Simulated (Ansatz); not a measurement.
One change: `FB(Cl)C[SiH3]` becomes `FB(Cl)[SeH]`.

Ansatz, PBE0-D4/def2-TZVP geometries, multiplicity 1. Each molecule was computed in one conformer, which needn't be the lowest.

Scalar relativity is left out up to krypton.

```
                               property  `FB(Cl)C[SiH3]`
     HOMO energy (PBE0/def2-TZVPP) / eV            -9.11
  LUMO energy (ωB97M-V/def2-TZVPP) / eV             1.36
      HOMO energy (PBE/def2-TZVPP) / eV            -7.71
HOMO–LUMO gap (ωB97M-V/def2-TZVPP) / eV            12.71
  HOMO energy (ωB97M-V/def2-TZVPP) / eV           -11.35
   HOMO–LUMO gap (PBE0/def2-TZVPP) / eV             8.44
```

Task: Give the same properties after the change, and the shifts. (Estimate.)

Result: The calculation gave: 
```json
{"property": "HOMO energy (PBE0/def2-TZVPP) / eV", "`FB(Cl)[SeH]`": "-7.85", "shift": "1.26"}
{"property": "LUMO energy (ωB97M-V/def2-TZVPP) / eV", "`FB(Cl)[SeH]`": "1.30", "shift": "-0.06"}
{"property": "HOMO energy (PBE/def2-TZVPP) / eV", "`FB(Cl)[SeH]`": "-6.69", "shift": "1.02"}
{"property": "HOMO–LUMO gap (ωB97M-V/def2-TZVPP) / eV", "`FB(Cl)[SeH]`": "11.27", "shift": "-1.44"}
{"property": "HOMO energy (ωB97M-V/def2-TZVPP) / eV", "`FB(Cl)[SeH]`": "-9.97", "shift": "1.38"}
{"property": "HOMO–LUMO gap (PBE0/def2-TZVPP) / eV", "`FB(Cl)[SeH]`": "7.05", "shift": "-1.39"}
```

With PBE0 the HOMO rises by 1.26 eV and the LUMO falls by 0.13 eV, so the gap narrows by about 1.39 eV. PBE moves the HOMO by 1.02 eV and ωB97M-V by 1.38 eV.

Spin–orbit coupling is left out; it splits and shifts lone-pair levels of the heavy atoms by tenths of an eV.
